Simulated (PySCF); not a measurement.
An unknown is described by computed data only.

Formula: C5H4BF2; charge -1.

* NMR, other nuclei: isotropic shieldings of nuclei other than C and H, by class: 89 (1 B), 340 (1 F), 378 (1 F) ppm [GIAO HF/pcSseg-2]
* Couplings: largest of the computed one-bond spin–spin couplings (means over like bonds): 19F–13C -297.9, 19F–13C -292.8, 13C–1H +159.2, 13C–1H +148.2, 13C–1H +141.9, 11B–1H +117.8, 13C–11B +86.2, 13C–13C +80.5 Hz [B3LYP/pcJ-1, spin–dipole term left out for some pairs]
* Rotational structure: rotational constants A, B, C: 5.426, 1.362, 1.089 GHz [PBE0-D3(BJ)/def2-SVP]
* 1H NMR: chemical shifts (computed TMS as zero) by class: 7.06 (1 H), 5.81 (1 H), 5.14 (1 H), 4.66 (1 H) ppm [GIAO HF/pcSseg-2]
* 13C NMR: chemical shifts (computed TMS as zero) by class: 182.8 (1 C), 176.3 (1 C), 131.6 (1 C), 110.7 (1 C), 89.1 (1 C) ppm [GIAO HF/pcSseg-2]

Electronic properties: PySCF, gas phase, density fitting. Levels stand in brackets. Isolated species at its PBE0-D3(BJ)/def2-SVP geometry, gas phase. No diffuse functions stand in pcJ-1 and pcSseg-2, which bears on an anion's orbital energies. NMR values are class means; diastereotopic atoms form classes of their own.

Question: Propose a structure and show how it fits.

Answer: Numbering: `[F:1][c:2]1[bH-:3][cH:4][c:5]([F:6])[cH:7][cH:8]1`. 5 carbons fall into 5 classes; from least to most shielded: aromatic C–F carbon [C2] (182.8 ppm), aromatic C–F carbon [C5] (176.3 ppm), aromatic CH carbon [C8] (131.6 ppm), aromatic CH carbon [C4] (110.7 ppm), aromatic CH carbon [C7] (89.1 ppm). Hydrogen classes from least to most shielded: 1 H on an aromatic CH carbon, C8 (7.06 ppm), 1 H on an aromatic CH carbon, C4 (5.81 ppm), 1 H on an aromatic CH carbon, C7 (5.14 ppm), 1 H on a three-coordinate boron, B3 (4.66 ppm). The other shieldings belong to: 89 ppm, three-coordinate boron [B3]; 340 ppm, aryl fluorine [F6]; 378 ppm, aryl fluorine [F1]. The couplings run between: -297.9 Hz, aryl fluorine [F1] and aromatic C–F carbon [C2]; -292.8 Hz, aryl fluorine [F6] and aromatic C–F carbon [C5]; +159.2 Hz, aromatic CH carbon [C7] and its hydrogen; +148.2 Hz, aromatic CH carbon [C8] and its hydrogen; +141.9 Hz, aromatic CH carbon [C4] and its hydrogen; +117.8 Hz, three-coordinate boron [B3] and its hydrogen; +86.2 Hz, aromatic C–F carbon [C2] and three-coordinate boron [B3]; +80.5 Hz, aromatic C–F carbon [C5] and aromatic CH carbon [C7]. The optimised geometry has point group Cs and is an asymmetric top. Structure: `Fc1[bH-]cc(F)cc1`. The assignments are read from this structure; whether some other isomer fits the data as well wasn't checked.
